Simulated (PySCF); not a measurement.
SbF₂, SMILES [F][Sb][F], multiplicity 2. Geometry: PBE-D3(BJ)/def2-TZVP. The spin state was assumed, not searched. The isomer is the one that the SMILES or the coordinates give; other isomers of the formula were not compared. The def2 effective core potentials stand for the cores of Sb; spin–orbit coupling is left out.

### Question
Give the equilibrium geometry at PBE-D3(BJ)/def2-TZVP (PySCF confirms it by a frequency run) as bond lengths and angles, and its point group. (The exact figures need the calculation; the answer reports its results.)

### Answer
point group C2v.
Atoms: Sb1 F2 F3. Bond lengths (Å): Sb1–F2 1.934, Sb1–F3 1.934. Bond angles (°): F2–Sb1–F3 95.9.
Charge 0, spin multiplicity 2.
